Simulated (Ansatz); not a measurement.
Ansatz (an electronic-structure program) input:

Ansatz 0.2 input:
```yaml
crystal:
  periodic: [false, false, false]
  atoms:
    - {symbol: S, position_ang: [1.26261822, 0.23772527, -0.01278733]}
    - {symbol: O, position_ang: [1.60476478, -0.31454977, 1.27139701]}
    - {symbol: O, position_ang: [1.20230045, 1.67061238, -0.13907550]}
    - {symbol: C, position_ang: [-0.72276114, -0.31115563, -0.22123611]}
    - {symbol: F, position_ang: [-1.40337804, 0.19248577, 0.78754714]}
    - {symbol: F, position_ang: [-1.17882808, 0.16182999, -1.36867786]}
    - {symbol: F, position_ang: [-0.80366124, -1.63175230, -0.21857547]}
basis:
  gaussian:
    orbitals: def2-TZVP
hamiltonian:
  xc: b3lyp
  dispersion: d3bj
magnetization: {spin_polarized: true, initial_magnetization: 1}
relax: {f_tol: 0.002, max_steps: 150}
```

Question: What final total energy does it print?

Answer: -886.45989 Eh (B3LYP-D3(BJ)/def2-TZVP). The basis has 223 functions.

It need not be the lowest isomer of its formula.
